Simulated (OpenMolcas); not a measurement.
## Co4+: ligand-field states by method

Co4+ with its 6 nearest fluoride ions at 1.804 Å, on the Ge site of Cs2GeF6 (a = 9.021 Å, distance in the model lattice 1.804 Å). The rest of the host is ab initio model potentials to 7.6 Å and point charges beyond; the distance is set by hand and nothing relaxes. Ligand basis ANO-RCC-VDZP.

```
Program             : OpenMolcas 26.06
Basis               : ANO-RCC-VTZP [6s5p3d2f1g]
Scalar Hamiltonian  : DKH2, point nucleus
Active space        : 5 electrons in 5 orbitals (3d)
State averaging     : 2S+1 = 6 even, 1 root; 2S+1 = 4 even, 24 roots; 2S+1 = 2 even, 75 roots
Spin-orbit coupling : state interaction with AMFI integrals over the reference wave functions
```

I. CASSCF
II. SS-CASPT2, IPEA 0.25 Eh, imaginary shift 0.1 Eh (closed shells correlated: 3s 3p and the ligand valence shells)

Spin-free states (labels of O, the rotations of Oh) in cm-1, each column counted from its own energy of the first state listed:

```json
{"State": "6A1", "Degeneracy": "1", "I": "0", "II": "0"}
{"State": "2S+1 = 4", "Degeneracy": "3", "I": "16361", "II": "-5070"}
{"State": "2T2", "Degeneracy": "3", "I": "19415", "II": "-18520"}
{"State": "2S+1 = 4", "Degeneracy": "3", "I": "23883", "II": "-1220"}
{"State": "2S+1 = 4", "Degeneracy": "1", "I": "30526", "II": "13330"}
{"State": "2S+1 = 2", "Degeneracy": "3", "I": "31056", "II": "-170"}
{"State": "4E", "Degeneracy": "2", "I": "32150", "II": "10740"}
```

II puts a state of multiplicity 2 lowest, 19000 cm-1 below that state.

From I to II, I's first state of another spin (2S+1 = 4) moves from 16361 to -5070 cm-1, by about -21000 cm-1. In II another state of that kind comes below it.

χT at 300 K: I 4.38, II 0.81 cm3 K/mol.

Roots that are degenerate in the reference are averaged as groups; the widest CASPT2 spread within a group is 2100 cm-1 (the 3-fold group of multiplicity 2 near 40500 cm-1 above the lowest state of its run, II). Shifts and gaps below about the spread of the groups concerned are not significant. Over all roots computed the reference weight is 0.57 to 0.67 in II; the roots of lowest weight are the least certain, and an intruder state may touch them. The least metal-like active orbital is 77 % on the metal (Löwdin) and no ligand orbital is active, so the numbers are rough. Ligand-to-metal charge-transfer states are missing. With no ligand orbital active B as a rule stays too high, so bands that hang on it stand too high and its fall with covalency is understated. Without dynamic correlation the repulsion within the d shell is too large (B by tens of per cent), so at a given field states of lower spin stand too high (holds for I). CASSCF with metal d orbitals alone favours high spin, so a ground state of lower spin is not ruled out (holds for I). With metal d orbitals alone and no dynamic correlation 10Dq can be off by a tenth to a fifth, either way, in oxide and fluoride hosts (holds for I). An orbital triplet at a regular site is open to Jahn-Teller coupling, which can distort the site and quench the lowest spin-orbit gaps and is left out (holds for II). With one d shell and no ligand orbital active, 10Dq can be off by a tenth or more (holds for II). The distance lies 1 % under the 1.827 Å that this model takes as the normal distance (a Shannon-type radius plus a fixed donor radius, weighted with the host); by an R⁻⁵ law this alone changes a d-shell field by about +7 %. No measured value stands beside these numbers; the geometry was set by hand and not optimised.

A state without a sure symmetry label is named by its multiplicity alone.
